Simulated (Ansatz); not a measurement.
Gas-phase electronic energies from Ansatz, PBE0-D4/def2-TZVP geometries. CCSD(T)/CBS adds triple-zeta CCSD(T) − MP2 to the extrapolated MP2 energy (def2 sets, frozen cores). This one scheme is used for every species. Functionals use def2-TZVPP. Each species was taken in one conformer, which may not be the lowest.

`C[SiH2][SiH](F)Cl` + `OCO` → `C[SiH2]OCO` + `F[SiH2]Cl`  (cleavage of the Si–Si bond)

(1) Is it downhill or uphill in electronic energy at CCSD(T)/CBS, and by how much? (An estimate is asked.)

(2) What do these levels give: PBE, HF/def2-TZVPP, SCS-MP2/def2-TZVPP, CCSD/def2-TZVPP, HF/def2-QZVPP, HF/CBS(def2)? (An estimate is asked.)

Largest T1 diagnostic among the species: 0.011.

## Answers

(1) Ansatz gave: Downhill: ΔE = -95.1 kJ/mol.

(2) Computed: PBE -70.2, HF/def2-TZVPP -117.8, SCS-MP2/def2-TZVPP -107.4, CCSD/def2-TZVPP -99.9, HF/def2-QZVPP -119.6, HF/CBS(def2) -119.9 kJ/mol.

In def2-TZVPP, CCSD(T) changes the Hartree–Fock value by +20.7 kJ/mol (the triples alone add +2.8 kJ/mol) and MP2 by +13.7 kJ/mol. The D4 term adds +3.1 kJ/mol with B3LYP and +1.9 kJ/mol with PBE0; it sums over pairs of atoms, weighted by their polarisabilities, and B3LYP, whose exchange is more repulsive, gets the larger term. From PBE to PBE0 (25 % exact exchange), in def2-TZVPP and without D4, ΔE moves by −7.9 kJ/mol.

B3LYP here is the variant with VWN-RPA as its local correlation; programs differ in this.
